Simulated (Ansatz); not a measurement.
The cluster Al₂Cl₆, relaxed as a singlet with RKS r2SCAN-D4/def2-SVP in Ansatz, starting from the GFN2-xTB geometry. Force threshold 0.02 eV/Å.

The structure comes from a short search, and lower isomers may exist.

Start:

Cartesian coordinates in Å:
```
Al -0.642 0.371 -1.435
Al 0.641 -0.379 1.434
Cl 1.425 -0.041 -0.643
Cl -1.080 -1.079 -2.779
Cl -1.432 -0.287 0.562
Cl 0.933 1.340 2.470
Cl -0.851 2.385 -1.533
Cl 1.005 -2.309 1.924
```

Q: Estimate the energy that the relaxation releases and the steps that it takes.

A: 0.29 eV, in 12 steps; 37 s on 4 threads of Arm Neoverse V1 on a shared host. The force fell under the threshold at step 5, but the optimiser went on and released 0.003 eV more. No frequencies were taken in this run, so the end may be a saddle point.

Q: Does the start keep its bonding and symmetry?

A: By distances, no bond broke or formed. The bond that changes most is Al1–Cl4, from 2.02 to 2.09 Å (atoms count from 1). Point group C2v at the start, D2h at the end, both within 0.05 Å.

Q: Predict the relaxed structure.

A: 
```xyz
8

Al   -0.636    0.374   -1.430
Al    0.636   -0.374    1.430
Cl    1.495    0.121   -0.633
Cl   -1.072   -1.163   -2.771
Cl   -1.495   -0.133    0.630
Cl    1.067    1.172    2.761
Cl   -0.991    2.382   -1.866
Cl    0.996   -2.379    1.879
```
Bond lengths (bridged metal pairs left out): 8 × Al–Cl 2.09 to 2.29 Å.
